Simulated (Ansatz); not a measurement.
Gas-phase electronic energies from Ansatz, PBE0-D4/def2-TZVP geometries. CCSD(T)/CBS adds triple-zeta CCSD(T) − MP2 to the extrapolated MP2 energy (def2 sets, frozen cores). For Zn outer-core shells are correlated without core-valence functions, which leaves a few kJ/mol of doubt a bond. Scalar relativity is left out up to krypton. Each species was taken in one conformer, which may not be the lowest.

Consider the isomerisation: `B[O][Zn][SiH3]` → `O[SiH2][BH][ZnH]`.

`B[O][Zn][SiH3]`:

Cartesian coordinates in Å:
```
B -2.638 -0.786 0.381
O -1.541 -0.347 1.001
Zn 0.085 0.077 0.352
Si 2.236 0.660 -0.366
H -3.629 -1.009 1.033
H -2.661 -0.966 -0.820
H 3.252 -0.249 0.229
H 2.333 0.565 -1.847
H 2.563 2.055 0.036
```

`O[SiH2][BH][ZnH]`:

Cartesian coordinates in Å:
```
O 1.246 -0.937 -0.787
Si 0.821 -0.320 0.695
B -0.901 0.665 0.514
Zn -1.881 0.802 -1.311
H 2.061 -1.437 -0.840
H 0.693 -1.427 1.695
H 1.899 0.588 1.201
H -1.332 1.168 1.515
H -2.607 0.898 -2.683
```

```json
{"level": "CCSD(T)/def2-TZVPP", "ΔE (kJ/mol)": "177.7"}
{"level": "MP2/def2-QZVPP", "ΔE (kJ/mol)": "186.7"}
```

(1) What does CCSD(T)/CBS give? (Estimate.)

Largest T1 diagnostic among the species: 0.016.

Answers

(1) The calculation gave: +179.7 kJ/mol. The listed levels differ from it by -2.0, 7.0 kJ/mol.

The D4 term adds −4.8 kJ/mol with B3LYP and −2.5 kJ/mol with PBE0; it sums over pairs of atoms, weighted by their polarisabilities, and B3LYP, whose exchange is more repulsive, gets the larger term.

CCSD(T)/CBS has its own doubt, a few kJ/mol and more with outer-core shells, so smaller differences from it don't rank the levels.

B3LYP here is the variant with VWN-RPA as its local correlation; programs differ in this.
